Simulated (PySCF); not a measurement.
Compound: CH5BFOP.
SMILES with atom numbers: `[CH3:1][O:2][B:3]([F:4])[PH2:5]` (hydrogens: H6, H7, H8 on C1; H9, H10 on P5)

Structure used (PBE0-D3(BJ)/def2-SVP), in Å, numbered top down from 1:
```xyz
10
CH5BFOP angstrom
C     -1.588   -0.170    0.093
O     -0.261   -0.545   -0.209
B      0.751    0.329   -0.313
F      0.535    1.635   -0.131
P      2.503   -0.274   -0.854
H     -1.914   -0.706    0.996
H     -2.243   -0.463   -0.741
H     -1.682    0.913    0.262
H      2.474   -1.487   -0.109
H      3.216    0.479    0.124
```

The calculation used PBE0-D3(BJ)/def2-SVP geometry optimisation, gas phase (PySCF).

Take the most abundant isotopes and a rigid rotor. The values belong to one conformer with, in the numbering `[CH3:1][O:2][B:3]([F:4])[PH2:5]`, C1–O2–B3–F4 0°, O2–B3–P5–H -40° and -136°.

(1) What are A, B and C (MHz)?

(2) What kind of rotor is it?

(3) Is it planar, by Δ = Ic − Ia − Ib?

(4) List the rotational levels J(Ka,Kc) to J = 3 (K).

(5) Which types of transition are allowed, and where do some lines up to J = 3 fall?

Answers

(1) Ia = 64.69, Ib = 223.18, Ic = 281.30 u·Å²; 505379 MHz·u·Å²/I gives A = 7812, B = 2264, C = 1797 MHz.

(2) An asymmetric top. Ray's parameter κ = (2B − A − C)/(A − C) = -0.844; −1 is the prolate and +1 the oblate limit.

(3) Not planar: Δ = Ic − Ia − Ib = -6.57 u·Å². For a rigid frame Δ = −2 Σ m c², so Σ m c² = 3.28 u·Å² lies off the ab plane: 3.14 from hydrogen and 0.15 from heavier atoms. The atom farthest from that plane is 0.94 Å away.

(4) Above 0(0,0), as E/k:
J = 1: 1(0,1) 0.195, 1(1,1) 0.461, 1(1,0) 0.484
J = 2: 2(0,2) 0.583, 2(1,2) 0.828, 2(1,1) 0.896, 2(2,1) 1.695, 2(2,0) 1.696
J = 3: 3(0,3) 1.163, 3(1,3) 1.379, 3(1,2) 1.513, 3(2,2) 2.279, 3(2,1) 2.286, 3(3,1) 3.667, 3(3,0) 3.667
Those of J = 1 are B + C, A + C and A + B.

(5) The dipole components are |μa| = 1.95 D, |μb| = 0.31 D, |μc| = 0.75 D. The squared components, which scale the intensities, stand as 1.00 : 0.02 : 0.15 (a : b : c). Some lines, for components of 0.1 D or more:

```
type  branch         J(Ka,Kc)    MHz  lower level (cm⁻¹)
   a       Q  2(1,1) ← 2(1,2)   1404               0.576
   a       R  1(0,1) ← 0(0,0)   4061               0.000
   b       Q  2(1,1) ← 2(0,2)   6512               0.405
   b       R  3(0,3) ← 2(1,2)   6962               0.576
   b       Q  3(1,2) ← 3(0,3)   7308               0.808
   b       R  1(1,1) ← 0(0,0)   9608               0.000
   a       R  3(0,3) ← 2(0,2)  12070               0.405
   a       R  3(2,1) ← 2(2,0)  12296               1.179
   b       R  2(1,2) ← 1(0,1)  13202               0.135
   c       R  2(1,1) ← 1(0,1)  14605               0.135
   c       Q  3(2,2) ← 3(1,2)  15959               1.052
   c       Q  2(2,1) ← 2(1,1)  16642               0.623
   b       Q  2(2,0) ← 2(1,1)  16671               0.623
   b       Q  2(2,1) ← 2(1,2)  18046               0.576
   b       Q  3(2,2) ← 3(1,3)  18765               0.958
   c       R  3(1,2) ← 2(0,2)  19378               0.405
   c       R  2(2,0) ← 1(1,0)  25260               0.336
   c       Q  3(3,1) ← 3(2,1)  28783               1.589
   b       Q  3(3,1) ← 3(2,2)  28924               1.584
   b       R  3(2,1) ← 2(1,2)  30370               0.576
   b       R  3(3,1) ← 2(2,0)  41079               1.179
```

No PBE0-D3(BJ)/def2-SVP frequencies stand behind this structure, so it isn't proved a minimum. Constants of a rigid frame at the computed geometry: no zero-point averaging, no centrifugal distortion. A rigid rotor knows nothing of internal rotation, which can split or shift real lines. Quadrupole hyperfine structure (11B) is left out.
